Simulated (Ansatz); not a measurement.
Be(Me) (CH₃Be), SMILES [CH3][Be+], charge +1.

Geometry: B3LYP-D3(BJ)/def2-TZVPD. The spin state was assumed, not searched. The isomer is the one that the SMILES or the coordinates give; other isomers of the formula were not compared.

Two levels are set side by side: PBE/def2-TZVPD (Ansatz, a first-principles code) and CAM-B3LYP/def2-TZVPD (Ansatz). Energy differences of separate SCF runs at the same geometry; the states with an electron removed or added have multiplicity 2 and 2. Differences are taken from unrounded values.

```tsv
quantity	CAM-B3LYP
vertical ionisation energy (eV)	18.25
vertical electron affinity (eV)	7.95
vertical singlet–triplet gap (eV)	3.38
```

### Question
What does PBE give, and how far is it from CAM-B3LYP? (An estimate is asked for; the answer gives what the named calculation found.)

### Answer

| quantity | PBE | PBE minus CAM-B3LYP |
|---|---|---|
| vertical ionisation energy (eV) | 18.22 | -0.03 |
| vertical electron affinity (eV) | 7.85 | -0.11 |
| vertical singlet–triplet gap (eV) | 3.43 | 0.05 |

On these quantities the two levels nearly agree.
